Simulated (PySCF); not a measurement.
One formula, C7H12BF, several structures.

PySCF, PBE0/def2-SVPD, density fitting, gas phase; each molecule at its own PBE0-D3(BJ)/def2-SVP geometry, one conformer. Singlet excitations by full TDDFT with frozen cores, triplets by Tamm–Dancoff TDDFT and ionisation energies by ΔSCF, from the lowest of the holes tried. 

Torsions of the conformers computed, which needn't be the lowest (atom-mapped SMILES):
- `[CH2:1]=[C:2]1[CH2:3][C@@H:4]([B:5]([CH3:6])[CH3:7])[C@@H:8]1[F:9]`: C3–C4–B5–C6 142°

The conformers of `B[C@@H]1CCC=C[C@@]1(C)F`, `C=C[C@@H]1BC[C@@H](F)[C@H]1C`, `C=CC[C@@H]1CBC[C@H]1F`, `F/C=C/[C@@H]1CBCCC1`, `C=CC[C@@H]1CBC[C@@H]1F` and `C/C(=C/F)[C@H]1BCCC1` aren't listed.

Reference: `B[C@@H]1CCC=C[C@@]1(C)F`, with HOMO energy -7.38 eV, LUMO energy -1.32 eV, lowest singlet excitation 5.10 eV, lowest triplet excitation 4.26 eV, mean polarisability 94.6 au and vertical ionisation energy 9.28 eV.

Changes against it:

```csv
molecule,Δ electronic energy (kcal/mol),Δ HOMO energy (eV),Δ LUMO energy (eV),Δ lowest singlet excitation (eV),Δ lowest triplet excitation (eV),Δ mean polarisability (au),Δ vertical ionisation energy (eV)
F/C=C/[C@@H]1CBCCC1,-6.3,+0.18,+0.48,+0.37,+0.10,+0.9,-0.10
C=CC[C@@H]1CBC[C@@H]1F,-5.3,-0.01,+0.39,+0.51,+0.04,+0.9,+0.04
C/C(=C/F)[C@H]1BCCC1,-5.1,+0.68,+0.50,-0.45,-0.08,+1.7,-0.69
B[C@@H]1CCC=C[C@]1(C)F,-0.6,-0.11,-0.03,+0.11,-0.01,0.0,+0.14
C/C(=C\F)[C@@H]1BCCC1,-4.8,+0.67,+0.40,-0.53,-0.13,+1.6,-0.68
B[C@@H]1[C@@H](F)[C@H]2C[C@@H]1[C@@H]2C,+13.1,-1.05,-0.17,+0.32,+0.60,-3.0,+0.93
C=C[C@@H]1BC[C@@H](F)[C@@H]1C,-4.6,-0.07,+0.17,+0.23,-0.57,+2.2,0.00
```

Rows whose labels were lost:

| row | Δ electronic energy (kcal/mol) | Δ HOMO energy (eV) | Δ LUMO energy (eV) | Δ lowest singlet excitation (eV) | Δ lowest triplet excitation (eV) | Δ mean polarisability (au) | Δ vertical ionisation energy (eV) |
| --- | --- | --- | --- | --- | --- | --- | --- |
| P | -5.4 | +0.20 | +0.21 | -0.33 | -0.18 | +1.9 | -0.24 |
| Q | -5.4 | -0.08 | +0.25 | +0.49 | +0.06 | +1.9 | +0.15 |
| R | +2.2 | +0.01 | +0.79 | +0.70 | -0.11 | +3.5 | +0.01 |

Problem. Which row belongs to which of `C=C[C@@H]1BC[C@@H](F)[C@H]1C`, `C=CC[C@@H]1CBC[C@H]1F` and `C=C1C[C@@H](B(C)C)[C@@H]1F`?

Solution. P = `C=C[C@@H]1BC[C@@H](F)[C@H]1C`, Q = `C=CC[C@@H]1CBC[C@H]1F` and R = `C=C1C[C@@H](B(C)C)[C@@H]1F`. P and Q are told apart most clearly by the lowest singlet excitation (-0.33 against +0.49 eV); P and R are told apart most clearly by the lowest singlet excitation (-0.33 against +0.70 eV); Q and R are told apart most clearly by the electronic energy (-5.4 against +2.2 kcal/mol); Q comes close to the labelled row of `C=CC[C@@H]1CBC[C@@H]1F` in every column.

Problem. Which row has the smallest HOMO–LUMO gap and which the largest, and does the HOMO or the LUMO shift more there?

Solution. Smallest, counted from the reference: `C/C(=C\F)[C@@H]1BCCC1`, -0.27 eV (HOMO +0.67, LUMO +0.40), the larger shift being that of the HOMO. Largest: `B[C@@H]1[C@@H](F)[C@H]2C[C@@H]1[C@@H]2C`, +0.88 eV (HOMO -1.05, LUMO -0.17), the larger shift being that of the HOMO.

Problem. Fit a straight line for the change of the electronic energy against that of the mean polarisability over the labelled rows, and test it on P, Q and R.

Solution. Over the 7 labelled rows the slope is -3.71 kcal/mol/au, the intercept +0.3 kcal/mol, r = -0.94 and the standard error 2.5 kcal/mol. P: predicted -6.7, computed -5.4 kcal/mol; Q: predicted -6.7, computed -5.4 kcal/mol; R: predicted -12.7, computed +2.2 kcal/mol. The mean miss is 5.8 kcal/mol, against 3.7 kcal/mol for guessing the labelled rows' mean: the line is of no use for them.
